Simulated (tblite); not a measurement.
A tight-binding relaxation on `C#C[C@@]1(Br)C/C(=C\F)C1=C`.

Computed with GFN2-xTB geometry optimisation, gas phase (tblite 0.8.0). Start geometry: from a force field or distance geometry. A driver script takes a list of jobs; this job's settings line and coordinates (Å) are shown.

Command:
```bash
OMP_NUM_THREADS=1 python probes_run.py task.json out
```

Input:
```
{"job": {"kind": "relax", "xc": "GFN2-xTB", "basis": "xTB"}, "charge": 0, "multiplicity": 1}
C      2.886200    -0.280100     0.642400
C      1.878400    -0.275200    -0.042300
C      0.677600    -0.272000    -0.834800
Br     1.088900    -0.169900    -2.746300
C     -0.350600    -1.309300    -0.483300
C     -0.966100    -0.300100     0.389500
C     -1.777300    -0.306500     1.444200
F     -2.230100    -1.497500     1.936700
C     -0.292900     0.725500    -0.371200
C     -0.526800     2.030700    -0.537900
H      3.765400    -0.268000     1.228100
H     -0.991200    -1.600400    -1.342900
H      0.068400    -2.204200     0.052400
H     -2.062500     0.615900     1.903100
H      0.166700     2.574600    -1.198400
H     -1.341700     2.545500    -0.050900
```

Output:
```
step      E/eV     max force
  0    -785.04317    3.168
  1    -785.11568    5.865
  2    -785.23306    3.186
  3    -785.30045    1.720
  4    -785.34591    0.418
  5    -785.36677    0.357
  6    -785.38777    0.355
  7    -785.39453    0.261
  8    -785.40037    0.299
  9    -785.40435    0.285
... (72 lines left out)
 82    -785.48874    0.019
 83    -785.48879    0.022
 84    -785.48885    0.029
 85    -785.48891    0.033
 86    -785.48894    0.023
 87    -785.48896    0.016
 88    -785.48897    0.013
 89    -785.48899    0.015
 90    -785.48901    0.017
 91    -785.48902    0.010
```

«max force» is the largest atomic force in eV/Å.

Q: From which step on does the largest force stay under 0.1 eV/Å, and how much energy is left to gain from there?

A: From step 51 (0.088 eV/Å), 8.1 meV above the end.

Main results: energy lowered by 10.3 kcal/mol over 91 steps; largest atomic force 0.010 eV/Å at the end.

Q: Where do the atoms end?

A: 0.504 Å rms from the input after alignment:
```
atom  x, y, z in Å
C1     3.1537   -0.1736    0.1789
C2     2.0292   -0.2245   -0.2306
C3     0.6900   -0.2872   -0.7374
Br4    0.7650   -0.2877   -2.7360
C5    -0.2190   -1.3994   -0.1604
C6    -1.1112   -0.3122    0.3856
C7    -2.2144   -0.3022    1.1164
F8    -2.7890   -1.4361    1.5462
C9    -0.2834    0.7411   -0.1935
C10   -0.3185    2.0616   -0.2589
H11    4.1350   -0.1315    0.5465
H12   -0.6901   -2.0344   -0.9091
H13    0.2618   -2.0263    0.5902
H14   -2.7486    0.5804    1.4351
H15    0.4420    2.6134   -0.7851
H16   -1.1100    2.6275    0.2008
```

The run took 1.3 s wall on Arm Neoverse N1, one thread, shared host with 64 logical CPUs at a one-minute load of 56.
Labels such as C1 count atoms from 1, the log's own numbers from 0.
